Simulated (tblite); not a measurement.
Species: C₇H₈NP.
Structure used (GFN2-xTB), in Å, numbered top down from 1:
```xyz
17
C7H8NP angstrom
C      3.4305   -0.4240   -0.2244
C      1.9608   -0.3026   -0.0221
P      1.2625   -0.0504    1.4796
C     -0.4973    0.0243    0.9563
C     -1.1285    1.2441    0.7370
C     -2.4517    1.2525    0.3297
C     -3.0988    0.0360    0.1744
N     -2.5135   -1.1289    0.3956
C     -1.2517   -1.1334    0.7776
H      3.6701   -1.3666   -0.7190
H      3.7895    0.3797   -0.8699
H      3.9644   -0.3758    0.7219
H      1.3541   -0.3708   -0.9176
H     -0.5849    2.1692    0.8745
H     -2.9673    2.1813    0.1392
H     -4.1328   -0.0136   -0.1410
H     -0.8126   -2.1090    0.9478
```

Level: GFN2-xTB in tblite, geometry and Hessian alike; calculated harmonic values, unscaled, isolated species. Against measured fundamentals such values can be off by several per cent, at times by over 20. One conformer, not necessarily the lowest. The optimisation stopped once no atom felt more than 0.01 eV/Å.

Lowest wavenumbers of the output (negative numbers stand for imaginary wavenumbers):
```
mode    cm-1
  1     -44.8
  2      78.4
  3     135.6
  4     174.3
  5     210.7
  6     260.4
  7     297.3
  8     351.9
  9     410.9
 10     481.0
```

Task: Is this structure a minimum?

Result: Not by this Hessian. 1 mode is imaginary beyond 20i (45i cm⁻¹), so at this level the point lies at or near a first-order saddle. The curvature is small, so loose convergence or finite differences may be the whole cause.

Task: Which atoms move in the imaginary mode?

Result: 45i: P3 (phosphorus bonded to 2 C) 21 %, C1 (methyl carbon) 11 %, N8 (pyridine-type nitrogen) 10 %. These are shares of the mass-weighted motion.

Task: What is the remedy?

Result: Step along that mode in both directions, optimise again with tighter thresholds and repeat the frequencies. The zero-point energy of this point (81.1 kcal/mol) counts the 44 real modes alone, and thermal corrections from it aren't those of a minimum.
